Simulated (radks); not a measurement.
Task: The table gives one normalised radial function P(r) = r R(r) of Sc2+ in [Ar] 3d1 (r in bohr). Calculated with a radial shooting solver on a logarithmic mesh with Libxc functionals: scalar-relativistic Kohn-Sham, B86b exchange with PBE correlation, spin-polarised, spherical densities, finite nucleus; open shells are filled with parallel spins first; Fermi nuclear charge, rms radius 3.5459 fm.

r,P
0.003055,0.0000
0.004413,0.0000
0.006428,0.0000
0.009287,0.0000
0.01353,0.0001
0.01954,0.0003
0.02846,0.0009
0.04113,0.0026
0.0599,0.0071
0.08654,0.0183
0.126,0.0448
0.1821,0.0995
0.2652,0.2030
0.3832,0.3605
0.5582,0.5579
0.8064,0.7242
1.175,0.7694
1.697,0.6541
2.472,0.4275
3.571,0.1988
5.201,0.0521

Which n and l does it have? It may be an empty orbital.

Result: n = 3, l = 2: the number of nodes gives n - l - 1 = 0, the rise at small r (about r^(l+1)) gives l, and the extent must fit the shell. The curve is that of 3d up; the table hardly tells the two spins apart. 3d up: eigenvalue -18.326 eV, 0 radial nodes, <r> = 1.56 bohr, 90 % of the charge inside 2.65 bohr.
